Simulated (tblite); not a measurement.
Record of a relaxation.

Species: C6H9GeNSi.
Bonds: C1–N2 (double), N2–C3, C3–C4, C4–C5 (triple), C5–Si6, Si6–C7, C7–C8 (triple), C8–Ge9. Hydrogens: H10, H11 on C1; H12, H13 on C3; H14, H15 on Si6; H16, H17, H18 on Ge9.

Computed with GFN2-xTB (tblite), gas phase: L-BFGS steps from a force-field or distance-geometry start until the largest atomic force falls under 0.01 eV/Å. 11 of its 67 geometries are shown.

Step 0: E = -648.1043 eV, largest atomic force 2.454 eV/Å
```
atom  x, y, z in Å  |  force x, y, z in eV/Å
C1     -4.927    0.021   -0.413    0.905   0.542   0.193
N2     -3.822    0.585   -0.201    0.034   0.452   0.370
C3     -2.628    0.341   -1.004   -0.412  -0.491   0.340
C4     -1.528   -0.112   -0.148    0.619  -0.116   0.685
C5     -0.629   -0.483    0.587   -1.777   0.695  -1.543
Si6     0.702   -1.049    1.671   -0.030  -0.352   1.571
C7      2.311   -0.759    0.864    1.452   0.222  -0.750
C8      3.401   -0.570    0.350   -0.489  -0.139   0.290
Ge9     5.109   -0.272   -0.443    0.380  -0.067  -0.164
H10    -5.008   -0.659   -1.247   -0.595  -0.537  -0.337
H11    -5.798    0.233    0.231    0.747  -0.129  -0.488
H12    -2.313    1.261   -1.528   -0.281  -0.157   0.306
H13    -2.817   -0.453   -1.748    0.041   0.027  -0.195
H14     0.539   -2.468    2.047    0.044   0.044  -0.210
H15     0.651   -0.271    2.943    0.048  -0.061  -0.314
H16     4.894    0.508   -1.756    0.149  -0.291   0.533
H17     5.830   -1.615   -0.745   -0.418   0.577   0.104
H18     6.024    0.503    0.526   -0.417  -0.220  -0.390
```

Step 7: E = -648.3291 eV, largest atomic force 0.210 eV/Å
```
atom  x, y, z in Å  |  force x, y, z in eV/Å
C1     -4.885    0.031   -0.427    0.092   0.011  -0.019
N2     -3.803    0.608   -0.187   -0.018  -0.075  -0.012
C3     -2.643    0.323   -0.990    0.014   0.024  -0.052
C4     -1.544   -0.101   -0.138   -0.094   0.014  -0.067
C5     -0.647   -0.482    0.568    0.157  -0.077   0.116
Si6     0.702   -1.047    1.702    0.004   0.017   0.097
C7      2.334   -0.760    0.854   -0.075  -0.030   0.049
C8      3.420   -0.575    0.349    0.050  -0.026   0.004
Ge9     5.116   -0.277   -0.446   -0.062  -0.026   0.034
H10    -5.042   -0.680   -1.246    0.024  -0.077  -0.037
H11    -5.739    0.234    0.199   -0.020   0.099   0.047
H12    -2.346    1.250   -1.497   -0.035   0.029   0.050
H13    -2.828   -0.452   -1.758   -0.024   0.001   0.015
H14     0.542   -2.476    2.025    0.031   0.055  -0.123
H15     0.656   -0.256    2.942    0.028   0.024  -0.085
H16     4.913    0.485   -1.713    0.042   0.011   0.005
H17     5.795   -1.574   -0.740   -0.067  -0.020  -0.016
H18     5.988    0.490    0.493   -0.046   0.047  -0.007
```

Step 13: E = -648.3392 eV, largest atomic force 0.051 eV/Å
```
atom  x, y, z in Å  |  force x, y, z in eV/Å
C1     -4.880    0.025   -0.430    0.003   0.003   0.008
N2     -3.798    0.596   -0.185    0.042   0.001  -0.021
C3     -2.638    0.319   -0.989    0.018  -0.017  -0.004
C4     -1.537   -0.110   -0.140   -0.030   0.015  -0.025
C5     -0.642   -0.487    0.571    0.007   0.003   0.013
Si6     0.701   -1.041    1.713    0.018   0.000  -0.030
C7      2.329   -0.766    0.864    0.045   0.014  -0.005
C8      3.416   -0.587    0.359    0.007   0.012  -0.015
Ge9     5.106   -0.280   -0.442   -0.043   0.003   0.017
H10    -5.036   -0.697   -1.244   -0.005   0.015   0.049
H11    -5.729    0.259    0.196   -0.036  -0.023  -0.025
H12    -2.353    1.258   -1.481    0.006  -0.025   0.016
H13    -2.828   -0.451   -1.761    0.020   0.028  -0.005
H14     0.552   -2.475    1.986   -0.003  -0.027  -0.005
H15     0.666   -0.233    2.935    0.000   0.019   0.020
H16     4.925    0.488   -1.708   -0.011  -0.001  -0.002
H17     5.769   -1.583   -0.744   -0.015  -0.012   0.008
H18     5.968    0.505    0.491   -0.021  -0.009   0.006
```

Step 20: E = -648.3404 eV, largest atomic force 0.021 eV/Å
```
atom  x, y, z in Å  |  force x, y, z in eV/Å
C1     -4.879    0.026   -0.427    0.003  -0.009  -0.008
N2     -3.795    0.597   -0.186    0.003   0.003  -0.013
C3     -2.635    0.317   -0.990    0.000   0.003   0.003
C4     -1.535   -0.112   -0.141   -0.014   0.002  -0.006
C5     -0.641   -0.485    0.574    0.000   0.002  -0.003
Si6     0.703   -1.041    1.713   -0.003   0.000  -0.007
C7      2.332   -0.764    0.868    0.004   0.006  -0.004
C8      3.415   -0.584    0.356   -0.003   0.010  -0.006
Ge9     5.103   -0.280   -0.443   -0.012   0.003   0.002
H10    -5.035   -0.701   -1.235    0.005  -0.013   0.001
H11    -5.734    0.260    0.190    0.018   0.008   0.006
H12    -2.348    1.258   -1.478    0.007  -0.007   0.006
H13    -2.822   -0.448   -1.768    0.002   0.012   0.012
H14     0.554   -2.478    1.978    0.000  -0.009   0.005
H15     0.668   -0.229    2.934   -0.001  -0.003   0.014
H16     4.923    0.488   -1.709   -0.005   0.001  -0.009
H17     5.759   -1.587   -0.742   -0.002  -0.006   0.003
H18     5.959    0.504    0.495   -0.001  -0.005   0.004
```

Step 26: E = -648.3409 eV, largest atomic force 0.021 eV/Å
```
atom  x, y, z in Å  |  force x, y, z in eV/Å
C1     -4.875    0.023   -0.428   -0.006  -0.003   0.005
N2     -3.794    0.601   -0.192   -0.005   0.013   0.008
C3     -2.632    0.319   -0.991    0.004   0.001   0.003
C4     -1.537   -0.114   -0.139    0.019  -0.001   0.008
C5     -0.640   -0.484    0.574   -0.007  -0.005   0.003
Si6     0.704   -1.042    1.713   -0.013  -0.006   0.007
C7      2.332   -0.759    0.869   -0.019   0.000  -0.002
C8      3.411   -0.576    0.351   -0.016  -0.004   0.008
Ge9     5.098   -0.279   -0.446    0.014   0.002  -0.010
H10    -5.032   -0.712   -1.228    0.009  -0.002   0.009
H11    -5.729    0.262    0.190    0.002  -0.006  -0.006
H12    -2.339    1.259   -1.475    0.007   0.015  -0.012
H13    -2.819   -0.443   -1.769    0.002  -0.013  -0.016
H14     0.555   -2.480    1.976    0.003   0.009  -0.001
H15     0.667   -0.233    2.937   -0.003  -0.007   0.005
H16     4.918    0.488   -1.714    0.011  -0.003   0.004
H17     5.750   -1.589   -0.738   -0.005   0.004  -0.004
H18     5.953    0.500    0.498    0.003   0.004  -0.010
```

Step 33: E = -648.3420 eV, largest atomic force 0.027 eV/Å
```
atom  x, y, z in Å  |  force x, y, z in eV/Å
C1     -4.861    0.018   -0.424    0.022   0.005   0.002
N2     -3.789    0.621   -0.210    0.016  -0.017  -0.006
C3     -2.620    0.329   -0.998   -0.001   0.007  -0.020
C4     -1.536   -0.112   -0.137   -0.022   0.015  -0.004
C5     -0.647   -0.490    0.583   -0.016   0.004   0.016
Si6     0.694   -1.045    1.723    0.012   0.003   0.000
C7      2.311   -0.744    0.866    0.017   0.000   0.008
C8      3.389   -0.559    0.344    0.019   0.002  -0.009
Ge9     5.082   -0.276   -0.451   -0.015  -0.008   0.008
H10    -5.006   -0.747   -1.199    0.013  -0.003  -0.001
H11    -5.718    0.262    0.186   -0.002   0.002   0.001
H12    -2.313    1.267   -1.478   -0.013  -0.005  -0.005
H13    -2.804   -0.433   -1.778   -0.006   0.009   0.015
H14     0.561   -2.485    1.973   -0.004  -0.022   0.006
H15     0.659   -0.252    2.958   -0.007   0.000  -0.005
H16     4.924    0.485   -1.724   -0.009   0.008  -0.004
H17     5.722   -1.593   -0.736   -0.003  -0.007  -0.001
H18     5.944    0.497    0.491    0.000   0.007  -0.001
```

Step 40: E = -648.3426 eV, largest atomic force 0.013 eV/Å
```
atom  x, y, z in Å  |  force x, y, z in eV/Å
C1     -4.850    0.014   -0.422    0.006   0.004  -0.001
N2     -3.783    0.629   -0.217    0.001   0.006  -0.008
C3     -2.615    0.336   -1.003    0.000   0.000  -0.001
C4     -1.536   -0.107   -0.135    0.003   0.008  -0.007
C5     -0.658   -0.490    0.596    0.006   0.002  -0.004
Si6     0.691   -1.049    1.727    0.001   0.004   0.001
C7      2.307   -0.738    0.869   -0.001  -0.007   0.002
C8      3.381   -0.551    0.341    0.003  -0.002   0.007
Ge9     5.075   -0.275   -0.455   -0.012  -0.001   0.004
H10    -4.987   -0.764   -1.185    0.003   0.000   0.000
H11    -5.709    0.261    0.184   -0.001  -0.008   0.003
H12    -2.307    1.272   -1.486   -0.001  -0.008   0.004
H13    -2.798   -0.429   -1.781    0.003   0.001   0.010
H14     0.562   -2.492    1.973   -0.001   0.000  -0.005
H15     0.651   -0.262    2.964    0.000   0.000  -0.002
H16     4.922    0.486   -1.729   -0.011   0.000  -0.002
H17     5.706   -1.598   -0.736    0.000   0.004  -0.001
H18     5.938    0.498    0.486    0.000  -0.002  -0.001
```

Step 46: E = -648.3429 eV, largest atomic force 0.023 eV/Å
```
atom  x, y, z in Å  |  force x, y, z in eV/Å
C1     -4.842    0.013   -0.421   -0.009  -0.014   0.005
N2     -3.780    0.639   -0.224   -0.004  -0.001   0.013
C3     -2.610    0.341   -1.007    0.004   0.002   0.009
C4     -1.532   -0.099   -0.136    0.004  -0.009   0.015
C5     -0.661   -0.487    0.599    0.010   0.005  -0.010
Si6     0.687   -1.051    1.729   -0.010  -0.009   0.001
C7      2.304   -0.740    0.874   -0.004   0.003   0.001
C8      3.377   -0.550    0.345   -0.008  -0.007   0.005
Ge9     5.067   -0.274   -0.457    0.017   0.006  -0.007
H10    -4.971   -0.774   -1.176    0.000   0.000   0.002
H11    -5.702    0.255    0.184    0.006   0.006  -0.005
H12    -2.301    1.274   -1.493    0.006   0.010  -0.020
H13    -2.794   -0.430   -1.778    0.004   0.000  -0.013
H14     0.561   -2.495    1.969   -0.008   0.007  -0.002
H15     0.646   -0.266    2.967    0.000   0.001   0.007
H16     4.910    0.486   -1.732   -0.008  -0.005   0.010
H17     5.697   -1.598   -0.738    0.000   0.002  -0.006
H18     5.935    0.497    0.482   -0.002   0.002  -0.005
```

Step 53: E = -648.3433 eV, largest atomic force 0.020 eV/Å
```
atom  x, y, z in Å  |  force x, y, z in eV/Å
C1     -4.830    0.007   -0.418   -0.011   0.011  -0.013
N2     -3.775    0.648   -0.230    0.001  -0.009   0.002
C3     -2.603    0.348   -1.010   -0.001   0.000  -0.007
C4     -1.529   -0.089   -0.134    0.008  -0.004  -0.016
C5     -0.656   -0.480    0.598   -0.007   0.005   0.003
Si6     0.682   -1.054    1.734    0.002   0.003  -0.001
C7      2.300   -0.742    0.881    0.007   0.001   0.003
C8      3.373   -0.552    0.353    0.005  -0.002   0.001
Ge9     5.058   -0.273   -0.458    0.002  -0.003  -0.003
H10    -4.953   -0.788   -1.165    0.002  -0.008   0.007
H11    -5.694    0.251    0.183    0.001   0.002   0.007
H12    -2.295    1.276   -1.505    0.005   0.013   0.011
H13    -2.785   -0.427   -1.777    0.002  -0.009  -0.003
H14     0.553   -2.498    1.963   -0.011   0.001   0.006
H15     0.639   -0.273    2.975   -0.002  -0.005   0.007
H16     4.887    0.485   -1.732   -0.002   0.000   0.005
H17     5.687   -1.597   -0.744    0.003   0.005  -0.003
H18     5.932    0.500    0.474   -0.003   0.000  -0.007
```

Step 59: E = -648.3437 eV, largest atomic force 0.020 eV/Å
```
atom  x, y, z in Å  |  force x, y, z in eV/Å
C1     -4.818    0.003   -0.416    0.015  -0.006   0.011
N2     -3.768    0.655   -0.240    0.004  -0.002  -0.007
C3     -2.595    0.354   -1.017    0.001   0.003  -0.008
C4     -1.520   -0.079   -0.140   -0.011  -0.003  -0.002
C5     -0.652   -0.468    0.599   -0.005  -0.001   0.005
Si6     0.676   -1.055    1.740    0.003   0.008   0.004
C7      2.298   -0.743    0.894    0.003  -0.013   0.006
C8      3.370   -0.558    0.363    0.006   0.002   0.006
Ge9     5.048   -0.274   -0.460   -0.013  -0.001  -0.001
H10    -4.932   -0.809   -1.146   -0.011   0.001  -0.004
H11    -5.682    0.248    0.184   -0.001   0.001  -0.003
H12    -2.286    1.283   -1.512   -0.001  -0.003   0.001
H13    -2.773   -0.425   -1.782    0.001   0.010   0.000
H14     0.532   -2.500    1.961   -0.001   0.000   0.001
H15     0.630   -0.286    2.988    0.000   0.000   0.002
H16     4.856    0.484   -1.730    0.002   0.006  -0.013
H17     5.679   -1.595   -0.757    0.006   0.005   0.001
H18     5.927    0.505    0.460    0.002  -0.005   0.001
```

Step 66: E = -648.3439 eV, largest atomic force 0.007 eV/Å
```
atom  x, y, z in Å  |  force x, y, z in eV/Å
C1     -4.811   -0.001   -0.414   -0.001  -0.003   0.003
N2     -3.763    0.658   -0.246   -0.004   0.003  -0.004
C3     -2.590    0.358   -1.022    0.003   0.000   0.002
C4     -1.518   -0.076   -0.141    0.003  -0.005   0.002
C5     -0.652   -0.463    0.602    0.000   0.000   0.001
Si6     0.673   -1.054    1.745   -0.005  -0.005   0.000
C7      2.298   -0.749    0.904   -0.001  -0.001   0.001
C8      3.369   -0.561    0.370   -0.004  -0.002  -0.002
Ge9     5.041   -0.274   -0.464    0.006   0.004  -0.002
H10    -4.925   -0.819   -1.137    0.001   0.004  -0.003
H11    -5.675    0.247    0.185    0.001  -0.001   0.004
H12    -2.281    1.286   -1.517    0.003   0.002   0.000
H13    -2.767   -0.421   -1.788    0.002   0.000  -0.002
H14     0.522   -2.500    1.960    0.000   0.001   0.002
H15     0.626   -0.291    2.996    0.001   0.004  -0.001
H16     4.843    0.486   -1.733    0.000  -0.003   0.004
H17     5.676   -1.591   -0.763   -0.002   0.002  -0.002
H18     5.925    0.506    0.453   -0.003   0.000  -0.002
```

Problem. Summarise the path.

Solution. The energy falls by 0.2397 eV from step 0 to step 66; nine tenths of that is first reached at step 6. It falls at every step. The largest force goes from 2.454 to 0.007 eV/Å. Among the bonds Ge9–H17 changes most, from 1.554 to 1.493 Å; the atoms move by 0.097 Å rms after alignment.

What follows is the cost of the whole relaxation. Time: 0.61 s of wall time. Hardware: an Arm Neoverse V1 with one thread, no GPU (shared host).
